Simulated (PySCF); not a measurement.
# Continuum solvent and chemical shifts

Bonds (- single, = double, # triple, : aromatic): C1-B2, B2-C3, B2-C4, C4-C5, C5-C6, C6-C7, C7-Al8, Al8-C4. C1 carries H9, H10, H11; C3 carries H12, H13, H14; C4 carries H15; C5 carries H16, H17; C6 carries H18, H19; C7 carries H20, H21; Al8 carries H22. Stereochemistry as in CB(C)[C@H]1CC[CH2][AlH]1. H17, H18, H20 are cis to B2 on the ring; H16, H19, H21 are trans to B2 on the ring.

GIAO PBE0/pcSseg-1 in PySCF 2.14.0 with density-fitted response routines on one PBE0-D3(BJ)/def2-SVP conformer, non-relativistic, equivalent nuclei averaged. Solvents enter as an IEF-PCM continuum (acetonitrile with ε = 35.7, water with ε = 78.4) around the gas-phase geometry. Shifts are referred to TMS, BF3·OEt2, AlH4- computed in the same medium.

In acetonitrile, δ in ppm: C4 69.8, C5 33.7, C6 31.3, C7 12.2, C1/C3 11.2, B2 69.4, Al8 215.1, H22 5.14, H16 2.24, H15 2.21, H18 2.18, H17 2.12, H19 1.23, H21 0.63. Dipole moment 1.34 D.

Q: How does each δ change in the more polar medium?

A: 
| atoms | environment | Δδ, water |
| --- | --- | --- |
| C4 | sp3 CH bonded to Al and B | 0.0 |
| C5 | sp3 CH2 in a ring | 0.0 |
| C6 | sp3 CH2 in a ring | 0.0 |
| C7 | sp3 CH2 bonded to Al | 0.0 |
| C1/C3 | methyl carbon bonded to B | 0.0 |
| B2 | boron bonded to 3 C | 0.0 |
| Al8 | aluminium bonded to 2 C, H, in a 5-membered ring | -0.8 |
| H22 | hydrogen on an aluminium bonded to 2 C, in a 5-membered ring | -0.01 |
| H16 | hydrogen on an sp3 CH2 in a ring | -0.01 |
| H15 | hydrogen on an sp3 CH bonded to Al and B | 0.00 |
| H18 | hydrogen on an sp3 CH2 in a ring | -0.01 |
| H17 | hydrogen on an sp3 CH2 in a ring | 0.00 |
| H19 | hydrogen on an sp3 CH2 in a ring | 0.00 |
| H21 | hydrogen on an sp3 CH2 bonded to Al | -0.01 |

Changes are relative to acetonitrile. The dipole moment becomes 1.35 D in water.

Q: Which nuclei move most (in ppm), and what does the model miss?

A: Al8 (aluminium bonded to 2 C, H, in a 5-membered ring, -0.8 ppm) in water. A continuum only polarises the solute; specific hydrogen bonds, the anisotropy of aromatic solvents and changes of geometry or conformer are outside it.
